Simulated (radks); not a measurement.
The numbers below are computed, except where a source is named.
Charge is removed step by step from the 3d5/2 level of Zn, starting from [Ar] 3d(3/2: 4, 5/2: 6) 4s2. Level of theory: Dirac Kohn-Sham, BLYP, spin-unpolarised, spherical densities, finite nucleus; Fermi nuclear charge, rms radius 3.9283 fm (a radial shooting solver on a logarithmic mesh with Libxc functionals).

removed (e),E - E(0) (eV),eigenvalue (eV),E minus straight line (eV)
0,0.000,-9.910,0.000
0.25,2.930,-13.572,-1.485
0.5,6.808,-17.496,-2.021
0.75,11.698,-21.661,-1.545
1,17.657,-26.050,0.000

Removing the whole electron costs 17.657 eV by Delta-SCF, against 9.910 eV from minus the eigenvalue at the starting occupation. Slater's transition state (half an electron removed) gives 17.496 eV. Integrating minus the eigenvalue over the occupation (Janak's theorem) gives 17.657 eV. The mean slope of the eigenvalue, de/dn, is 16.1 eV per electron.
